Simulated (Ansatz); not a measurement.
`N=[C](O)[GeH3]` + `CO[SiH](O)F` → `CO[SiH](F)[O][GeH3]` + `N=CO`  (ligand exchange at a Ge–C bond)

Gas-phase electronic energies from Ansatz, PBE0-D4/def2-TZVP geometries. CCSD(T)/CBS is the MP2 limit (def2-TZVPP, def2-QZVPP) plus CCSD(T) − MP2 in def2-TZVPP, frozen cores. This one scheme is used for every species. DFT in def2-TZVPP. B3LYP here is the variant with VWN-RPA as its local correlation; programs differ in this. For Ge outer-core shells are correlated without core-valence functions, which leaves a few kJ/mol of doubt a bond. Scalar relativity is left out up to krypton. One conformer a species, not always the lowest.

```
             level  ΔE (kcal/mol)  difference from CCSD(T)/CBS
            PBE-D4          -11.7                          2.3
         r2SCAN-D4          -13.9                          0.1
           PBE0-D4          -13.2                          0.8
          B3LYP-D4          -14.8                         -0.8
           ωB97X-V          -14.9                         -0.9
           ωB97M-V          -14.2                         -0.2
            B2PLYP          -14.9                         -0.9
               PBE          -11.4                          2.6
            r2SCAN          -13.7                          0.3
              PBE0          -12.9                          1.1
             B3LYP          -14.4                         -0.4
     HF/def2-TZVPP          -20.0                         -6.0
    MP2/def2-TZVPP          -14.6                         -0.6
SCS-MP2/def2-TZVPP          -15.9                         -1.9
   CCSD/def2-TZVPP          -15.4                         -1.4
CCSD(T)/def2-TZVPP          -14.6                         -0.6
     HF/def2-QZVPP          -20.4                         -6.4
    MP2/def2-QZVPP          -14.3                         -0.3
SCS-MP2/def2-QZVPP          -15.7                         -1.7
      HF/CBS(def2)          -20.5                         -6.5
     MP2/CBS(def2)          -13.9                          0.1
    CCSD/CBS(def2)          -14.7                         -0.7
       CCSD(T)/CBS          -14.0                            0
```

Largest T1 diagnostic among the species: 0.014.

In def2-TZVPP, CCSD(T) changes the Hartree–Fock value by +5.4 kcal/mol (the triples alone add +0.7 kcal/mol) and MP2 by +5.4 kcal/mol. From PBE to PBE0 (25 % exact exchange), in def2-TZVPP and without D4, ΔE moves by −1.4 kcal/mol.
